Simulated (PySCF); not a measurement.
## Se³¹⁺: ionisation energy

Se³¹⁺ [He] 2s1 (2S) → Se³²⁺ 1s2 (1S), as a difference of total energies. Calculation: PySCF 2.14, in an uncontracted even-tempered set (17 s from 9.9 bohr⁻², ratio 2.2; 8 p from 15 bohr⁻², ratio 2.4; 5 d from 46 bohr⁻², ratio 2.4; 5 f from 69 bohr⁻², ratio 2.4; 4 g from 100 bohr⁻², ratio 2.4); no relativity, point nucleus. Correlated levels: nothing frozen; virtual orbitals above 40 to 60 times the deepest correlated orbital energy dropped. The calculations carry no spin-orbit coupling.

```tsv
method	ionisation energy (eV)
UHF	3570.7
LDA	3566.9
PBE	3573.5
PBE0	3572.9
r2SCAN	3569.0
TPSS	3573.0
M06-2X	3573.9
MP2 (all electrons)	3570.8
SCS-MP2 (all electrons)	3570.8
```

The gap to the reference is mostly relativistic.

For comparison: 3636.5 eV (theoretical estimate listed by NIST; NIST Atomic Spectra Database, ionization energies).
